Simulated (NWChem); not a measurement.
# CH2Cl2F2Si; SMILES Cl[SiH](Cl)C(F)F

```xyz
8

F      0.1252     2.3482     0.6468
C      0.7633     1.3370     0.0040
F      0.6039     1.5034    -1.3274
Si    -0.0051    -0.3245     0.5745
Cl    -1.9402    -0.4145    -0.0851
Cl     1.1137    -1.8361    -0.2498
H      1.8438     1.4109     0.2347
H      0.0284    -0.4321     2.0517
```
Atoms are numbered in this order, from 1.

All runs: NWChem. Coordinates come from a PBE0/def2-SVP optimisation. Level: PBE/def2-SVP with SMD (1 M gas to 1 M solution), gas-phase geometry. Reactions with the solvent are ignored.

Problem. Order these by “dipole in solution (D)”, lowest first: 2-propanol; cyclohexane; diethyl ether.

Solution. cyclohexane (1.89), diethyl ether (2.06), 2-propanol (2.20)
